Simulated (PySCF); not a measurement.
B(Cl)2(NCO) (CBCl₂NO), SMILES O=C=NB(Cl)Cl.

Geometry optimised at PBE-D3(BJ)/def2-SVP. This is a generated structure with no PubChem entry under its InChIKey; it may be hypothetical. The values are those of a single conformer.

Method: PySCF 2.14.0 with TDDFT-PBE0/def2-SVPD.

Vertical excitations.  State labels are in the subgroup C2v.

Task: Estimate the UV-visible absorptions. (The exact figures need the calculation; the answer reports its results.)

Result: 
| state | symmetry | energy (eV) | λ (nm) | f | main pairs |
|---|---|---|---|---|---|
| S1 | A2 | 5.26 | 236 | 0.000 | HOMO→LUMO 95 % |
| S2 | A2 | 6.00 | 207 | 0.000 | HOMO−2→LUMO 95 % |
| S3 | A1 | 6.41 | 193 | 0.175 | HOMO−1→LUMO 85 % |
| S4 | B1 | 6.50 | 191 | 0.000 | HOMO−4→LUMO 99 % |
| S5 | B2 | 6.69 | 185 | 0.121 | HOMO−3→LUMO 97 % |
| S6 | B2 | 7.79 | 159 | 0.001 | HOMO→LUMO+1 96 % |
| S7 | A2 | 7.81 | 159 | 0.000 | HOMO−1→LUMO+2 93 % |
| S8 | A1 | 8.10 | 153 | 0.146 | HOMO−5→LUMO 68 %, HOMO→LUMO+2 21 % |
| S9 | B1 | 8.33 | 149 | 0.006 | HOMO−1→LUMO+1 95 % |
| S10 | A1 | 8.40 | 148 | 0.144 | HOMO→LUMO+2 53 %, HOMO−2→LUMO+2 30 %, HOMO−5→LUMO 13 % |
| T1 | A2 | 5.10 | 243 | 0 | HOMO→LUMO 94 % |
| T2 | A1 | 5.40 | 230 | 0 | HOMO−1→LUMO 95 % |
| T3 | A2 | 5.82 | 213 | 0 | HOMO−2→LUMO 93 % |
| T4 | B2 | 5.85 | 212 | 0 | HOMO−3→LUMO 98 % |
Triplets are in the Tamm–Dancoff approximation, which puts them higher than full response would, so one can lie above its singlet here.
